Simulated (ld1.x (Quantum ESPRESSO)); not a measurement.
## An all-electron radial function and its pseudo partner (Yb)

Columns: radius, all-electron u(r) and pseudo u(r) of the 5p shell (level -27.48 eV) of ytterbium in the configuration [Kr] 4d10 4f14 5s2 5p6 5d0 6s2 6p0; PW91, scalar-relativistic, PAW scheme, ld1.x (Quantum ESPRESSO) 7.5.

| r (bohr) | all-electron | pseudo |
| --- | --- | --- |
| 0.190 | -0.2597 | -0.0160 |
| 0.380 | 0.4607 | -0.0617 |
| 0.570 | 0.1654 | -0.1309 |
| 0.760 | -0.4093 | -0.2144 |
| 0.950 | -0.7859 | -0.3011 |
| 1.140 | -0.9372 | -0.3800 |
| 1.330 | -0.9387 | -0.4416 |
| 1.520 | -0.8603 | -0.4793 |
| 1.710 | -0.7486 | -0.4901 |
| 1.900 | -0.6303 | -0.4748 |
| 2.090 | -0.5191 | -0.4377 |
| 2.280 | -0.4210 | -0.3855 |
| 2.470 | -0.3378 | -0.3259 |
| 2.660 | -0.2689 | -0.2664 |
| 2.850 | -0.2129 | -0.2127 |
| 3.040 | -0.1678 | -0.1678 |
| 3.230 | -0.1319 | -0.1319 |
| 3.420 | -0.1034 | -0.1034 |
| 3.610 | -0.0809 | -0.0809 |
| 3.800 | -0.0631 | -0.0631 |
| 3.990 | -0.0492 | -0.0492 |
| 4.180 | -0.0382 | -0.0382 |
| 4.370 | -0.0297 | -0.0297 |
| 4.560 | -0.0230 | -0.0230 |
| 4.750 | -0.0178 | -0.0178 |
| 4.940 | -0.0138 | -0.0138 |

Question: How many radial nodes do the two functions have?

Answer: The all-electron 5p function has n − l − 1 = 3 (the table is too coarse to show those close to the nucleus); the pseudo-wave has 0, since the states of the same l below it are removed with the core.

Question: At about which radius was the pseudo-wave matched?

Answer: 3.10 bohr. The columns agree to 0.0005 from 2.85 bohr on; several derivatives are matched, so the curves merge somewhat inside the radius.

Question: Is the pseudo-wave norm-conserving?

Answer: No, it belongs to a PAW set: the norm inside the radius is not constrained, and the difference is carried by the augmentation charge.
